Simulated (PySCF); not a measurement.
A side-by-side comparison of computed properties.

First species: C₂H₅FO₃Si₂.
Z-matrix (Å and degrees, GFN2-xTB geometry), rows numbered from 1:
```
O 
C   1  1.2142
C   2  1.4708  1  124.58
O   3  1.2060  2  128.75  1   116.84
Si  3  1.9551  2  110.06  1   -57.74
F   5  1.6250  3  103.33  2   -44.44
Si  5  2.3256  3  107.41  2    71.26
O   7  1.6088  5  110.06  3   -13.49
H   2  1.1063  1  121.05  3  -167.94
H   5  1.4544  3  103.92  2  -150.44
H   7  1.4668  5  108.46  3  -135.48
H   7  1.4596  5  111.19  3   101.63
H   8  0.9676  7  121.79  5   -35.28
```

Second species: C4H8F3OS (charge +1).
InChI=1S/C4H8F3OS/c1-9(2,8)3-4(5,6)7/h3H2,1-2H3/q+1

Levels: PBE0/def2-SVPD for HOMO energy, LUMO energy, HOMO–LUMO gap, static isotropic polarisability and electronic spatial extent ⟨r²⟩ about the centre of nuclear charge; TDDFT PBE0/def2-SVPD for lowest singlet excitation; TDA PBE0/def2-SVPD for lowest triplet excitation (Tamm–Dancoff); GFN2-xTB for rotational constant A and rotational constant C. Geometries: GFN2-xTB. Each species is one conformer at its optimised geometry, gas phase, non-relativistic unless stated. Electronic properties by PySCF.

The conformers computed, where there is a choice (atom-mapped SMILES and torsion angles):
- `[O:1]=[CH:2][C:3](=[O:4])[Si@@H:5]([F:6])[SiH2:7][OH:8]`: O1–C2–C3–O4 117°, C2–C3–Si5–F6 -44°, C3–Si5–Si7–O8 -13°, H–O8–Si7–Si5 -35°
- `[CH3:1][S+:2]([CH3:3])(=[O:4])[CH2:5][C:6]([F:7])([F:8])[F:9]`: C1–S2–C5–C6 59°, S2–C5–C6–F7 180°

(1) Which of the two has the higher rotational constant A, and by how much?

(2) Which has the higher static isotropic polarisability?

(3) Which of the two has the higher ⟨r²⟩, and by how much?

(4) Which of the two has the higher rotational constant C, and by how much?

(5) Which has the higher S1 energy?

(6) Which has the higher LUMO energy?

(7) Which of the two has the higher HOMO–LUMO gap, and by how much?

(8) Which of the two has the higher HOMO energy, and by how much?

Results:

(1) The second: 2.360 GHz against 1.626 GHz, a difference of 0.734 GHz.

(2) The first: 86.4 au against 70.3 au, a difference of 16.1 au.

(3) The second: 1369 bohr² against 1314 bohr², a difference of 55 bohr².

(4) The first: 0.985 GHz against 0.887 GHz, a difference of 0.098 GHz.

(5) The second: 7.46 eV against 2.40 eV, a difference of 5.06 eV.

(6) The first: -3.27 eV against -5.39 eV, a difference of 2.12 eV.

(7) The second: 9.11 eV against 4.16 eV, a difference of 4.95 eV.

(8) The first: -7.43 eV against -14.50 eV, a difference of 7.07 eV.

On the first: 1 of the 8 computed singlets lies in the visible range (750 to 380 nm, 1.65 to 3.26 eV), with an oscillator strength of 0.008. The vertical singlet–triplet gap S1 − T1 is 0.65 eV (TDDFT singlet less Tamm–Dancoff triplet; S1: HOMO→LUMO, weight 0.95; T1: HOMO→LUMO, weight 0.93).

On the second: The vertical singlet–triplet gap S1 − T1 is 0.50 eV (TDDFT singlet less Tamm–Dancoff triplet). S1 lies 1.65 eV below the HOMO–LUMO gap.
